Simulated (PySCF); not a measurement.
A GIAO shielding run with PySCF 2.14 (density fitting, non-relativistic, gas phase) on SMILES COC1=C[C@@H](CN)[SiH2]C1, C$_{6}$H$_{13}$NOSi:

```
$ OMP_NUM_THREADS=1 python probes_run.py task.json out

{"job": {"kind": "nmr", "xc": "PBE0", "basis": "pcSseg-1"}, "charge": 0, "multiplicity": 1}
C     -3.036262    -1.138758    -0.981451
O     -2.464521     0.139973    -1.083448
C     -1.282062     0.355209    -0.431721
C     -0.593719    -0.504085     0.311636
C      0.704085    -0.056860     0.925901
C      1.856127    -0.957577     0.470056
N      3.058902    -0.657351     1.228124
Si     0.865760     1.770797     0.381780
C     -0.758560     1.753235    -0.609437
H     -3.942330    -1.114674    -1.584933
H     -3.293580    -1.377595     0.055992
H     -2.360341    -1.909349    -1.367477
H     -0.906318    -1.521186     0.490736
H      0.646177    -0.159727     2.014611
H      1.604123    -2.005034     0.669525
H      1.987714    -0.849113    -0.621154
H      3.317076     0.315399     1.094488
H      3.831335    -1.230520     0.904732
H      2.024570     2.023437    -0.485402
H      0.865761     2.716228     1.500254
H     -0.634137     1.963536    -1.671929
H     -1.500212     2.463399    -0.243823
```

Hardware: 1 thread of an Arm Neoverse N1, shared host. The job also computes population analyses, field gradients, ring-centre shieldings.

Task: How large is the calculation?

Result: 78 electrons, 225 basis functions and 1182 auxiliary functions.

Task: How long does it take, and how much memory does it need?

Result: 94 s of wall time, with 14 SCF cycles and 4 response iterations; peak memory 1 GiB. Times on a shared host scatter by some tens of per cent.
